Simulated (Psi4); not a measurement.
Interaction energy of H4OSi ··· O2S (SMILES O[SiH3] and O=S=O). Monomers: optimised at B3LYP-D3(BJ) (def2-TZVP), held rigid. Orientation: a higher rigid-body minimum at GFN2-xTB. The monomers approach along the line of their centres of mass (distance R); nothing else relaxes.

Geometry at R = 3.21 Å (first 6 atoms: monomer A):
```
9

Si    -0.3992    -0.0145     0.0183
O      1.1399     0.5796    -0.0769
H     -0.6089    -0.7929     1.2644
H     -0.7173    -0.8961    -1.1325
H     -1.2875     1.1640     0.0078
H      1.8729    -0.0401    -0.0811
O      3.4953     0.8323     1.2115
S      2.4529     1.7989     1.4321
O      1.6177     1.6662     2.5959
```

PBE-D3(BJ)/def2-TZVP, counterpoise-corrected (Psi4); SAPT0/jun-cc-pVDZ, frozen core (Psi4).

Interaction energies in kJ/mol:

```json
[
 {"R / Å": "2.98", "PBE-D3(BJ)/def2-TZVP": "23.68"},
 {"R / Å": "3.21", "PBE-D3(BJ)/def2-TZVP": "-3.78"},
 {"R / Å": "3.45", "PBE-D3(BJ)/def2-TZVP": "-14.52"},
 {"R / Å": "3.61", "PBE-D3(BJ)/def2-TZVP": "-16.48"},
 {"R / Å": "3.94", "PBE-D3(BJ)/def2-TZVP": "-15.11"},
 {"R / Å": "4.23", "PBE-D3(BJ)/def2-TZVP": "-12.08"},
 {"R / Å": "4.71", "PBE-D3(BJ)/def2-TZVP": "-7.48"},
 {"R / Å": "5.39", "PBE-D3(BJ)/def2-TZVP": "-3.56"},
 {"R / Å": "6.42", "PBE-D3(BJ)/def2-TZVP": "-1.31"},
 {"R / Å": "7.74", "PBE-D3(BJ)/def2-TZVP": "-0.52"}
]
```

Problem. Estimate the SAPT0/jun-cc-pVDZ values at these points.

Solution. 2.98: 9.74; 3.21: -11.41; 3.45: -19.97; 3.61: -21.11; 3.94: -18.41; 4.23: -14.51; 4.71: -9.14; 5.39: -4.83; 6.42: -2.14; 7.74: -0.95 (kJ/mol).
